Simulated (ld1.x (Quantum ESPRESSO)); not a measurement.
# u(r) = r·R(r): atom against pseudo-atom (ytterbium)

Columns: radius, all-electron u(r) and pseudo u(r) of the 5p shell (level -29.04 eV) of ytterbium in the configuration [Kr] 4d10 4f14 5s2 5p6 5d0 6s1 6p1; revPBE, scalar-relativistic, PAW scheme, ld1.x (Quantum ESPRESSO) 7.5.

| r (bohr) | all-electron | pseudo |
| --- | --- | --- |
| 0.178 | -0.2927 | -0.0416 |
| 0.355 | 0.4230 | -0.1571 |
| 0.533 | 0.2737 | -0.3243 |
| 0.710 | -0.2699 | -0.5087 |
| 0.888 | -0.6912 | -0.6777 |
| 1.065 | -0.9016 | -0.8007 |
| 1.243 | -0.9540 | -0.8617 |
| 1.420 | -0.9106 | -0.8576 |
| 1.598 | -0.8184 | -0.7987 |
| 1.775 | -0.7086 | -0.7053 |
| 1.953 | -0.5974 | -0.5979 |
| 2.130 | -0.4952 | -0.4953 |
| 2.308 | -0.4048 | -0.4048 |
| 2.485 | -0.3281 | -0.3281 |
| 2.662 | -0.2641 | -0.2641 |
| 2.840 | -0.2111 | -0.2111 |
| 3.018 | -0.1681 | -0.1681 |
| 3.195 | -0.1337 | -0.1337 |
| 3.373 | -0.1060 | -0.1060 |
| 3.550 | -0.0840 | -0.0840 |
| 3.728 | -0.0663 | -0.0663 |
| 3.905 | -0.0524 | -0.0524 |
| 4.083 | -0.0413 | -0.0413 |
| 4.260 | -0.0325 | -0.0325 |
| 4.438 | -0.0255 | -0.0255 |
| 4.615 | -0.0201 | -0.0201 |

**Question.** How many radial nodes do the two functions have?

**Answer.** The all-electron 5p function has n − l − 1 = 3 (the table is too coarse to show those close to the nucleus); the pseudo-wave has 0, since the states of the same l below it are removed with the core.

**Question.** At about which radius was the pseudo-wave matched?

**Answer.** 2.25 bohr. The columns agree to 0.0005 from 1.95 bohr on; several derivatives are matched, so the curves merge somewhat inside the radius.

**Question.** Is the pseudo-wave norm-conserving?

**Answer.** No, it belongs to a PAW set: the norm inside the radius is not constrained, and the difference is carried by the augmentation charge.
